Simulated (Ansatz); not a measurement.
Total energies of Ge13H20, a cluster cut from cubic germanium from Ansatz at BHLYP-D4/def2-TZVP, gas phase (1 Eh = 27.2114 eV = 2625.5 kJ/mol). The reference geometry is relaxed at PBE-D4/def2-SVP.

```xyz
33

Ge   -0.5671    3.1970    1.6357
Ge    2.9747   -2.0913   -1.6953
Ge    0.6195    1.7539   -1.8412
Ge    1.6047   -0.1445    1.5993
Ge   -2.2919   -0.2650    2.5841
Ge   -0.9982   -1.8361   -0.8838
Ge   -3.2000    1.4828   -0.8786
Ge    3.4410   -1.4262    0.6107
Ge    1.2589    2.0180    0.5052
Ge   -2.6291    1.8867    1.4682
Ge    0.7846   -3.1541   -1.9212
Ge   -1.3550    0.3174   -1.9920
Ge   -0.4620   -1.4539    1.4757
H    -0.7722    4.5975    0.9842
H    -0.2133    3.4154    3.1371
H     4.0757   -3.0846   -2.1722
H     3.0375   -0.8394   -2.6157
H     0.2549    3.1564   -2.4150
H     1.7958    1.1852   -2.6856
H     1.9385    0.1275    3.1013
H    -1.9440   -0.0419    4.0865
H    -3.5949   -1.1167    2.5146
H    -2.3323   -2.6449   -0.9714
H    -3.4800    2.8361   -1.5985
H    -4.4972    0.6235   -0.9549
H     4.7643   -0.6053    0.6670
H     3.6489   -2.7138    1.4636
H     2.5679    2.8632    0.6003
H    -3.7944    2.6592    2.1618
H     0.4682   -3.3998   -3.4271
H     0.8345   -4.5437   -1.2174
H    -1.7149    0.0759   -3.4916
H    -0.2233   -2.8346    2.1662
```

| state | geometry | energy (Eh) |
| --- | --- | --- |
| charge 0 singlet | reference | -27013.14942 |
| charge 1 doublet | reference | -27012.83387 |
| charge -1 doublet | reference | -27013.13534 |
| free Ge atom (triplet) | – | -2076.90402 |
| free H atom (doublet) | – | -0.49854 |

Single mean-field runs in def2-TZVP are fitted with def2-universal-jkfit.

Question: Work out the vertical ionisation energy to the doublet.

Answer: E(charge 1 doublet) − E(charge 0 singlet) = -27012.83387 − (-27013.14942) = 0.31555 Eh = 8.59 eV. For comparison, −ε of the highest occupied level is 7.95 eV at this level, 0.64 eV less.

Question: Work out the vertical electron affinity, to the doublet.

Answer: E(charge 0 singlet) − E(charge -1 doublet) = -27013.14942 − (-27013.13534) = -0.01408 Eh = -0.38 eV; negative, so the extra electron isn't bound. The basis lacks diffuse functions, which makes affinities too small.

Question: Give the fundamental gap IE − EA, the Mulliken electronegativity (IE + EA)/2 and the hardness (IE − EA)/2.

Answer: From the values in Eh: IE − EA = 0.31555 − (-0.01408) = 0.32963 Eh = 8.97 eV; (IE + EA)/2 = 4.10 eV; (IE − EA)/2 = 4.48 eV. The HOMO–LUMO gap of the same run is 7.86 eV, 1.11 eV smaller than the fundamental gap.

Question: What is the binding energy per atom against free atoms?

Answer: Atoms: 13 × (-2076.90402) + 20 × (-0.49854) = -27009.72306 Eh. Binding: -27009.72306 − (-27013.14942) = 3.42636 Eh = 93.24 eV, or 2.83 eV for each of 33 atoms (no zero-point energy, no counterpoise term).

At BHLYP-D4/def2-TZVP the highest occupied level of the charge -1 doublet lies above zero (up to 1.01 eV). Energy differences disagree on whether the electron is bound (positive means bound): -0.38 eV (vertical, against the charge 0 singlet, at BHLYP-D4/def2-TZVP), but 0.24 eV at PBE-D4/def2-TZVP.
